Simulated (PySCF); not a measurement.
A run for PySCF: R-M06-2X/def2-TZVPP on GeH5P (SMILES [PH2][GeH3]), a point of a torsion scan.

```python
from pyscf import gto, dft

mol = gto.M(
    atom='''
    P     1.40758685   -0.37643367    0.52255707
    Ge   -0.79224555    0.07536365    0.05579986
    H     1.83130452    0.89124811    0.14721809
    H     1.65959593   -0.89500849   -0.73991129
    H    -1.27297938   -0.45298062   -1.26506618
    H    -1.68881649   -0.54304114    1.08600429
    H    -1.11850937    1.54019657    0.06091503
    ''',
    basis='def2-tzvpp',
    charge=0, spin=0, verbose=4, max_memory=1800)
mf = dft.RKS(mol, xc='m062x').density_fit(auxbasis='def2-universal-jkfit')
mf.grids.level = 4
mf.conv_tol = 1e-9
mf.max_cycle = 150
mf.kernel()
mf.dip_moment()
```

Task: Predict the final total energy.

Result: -2421.3282 hartree.
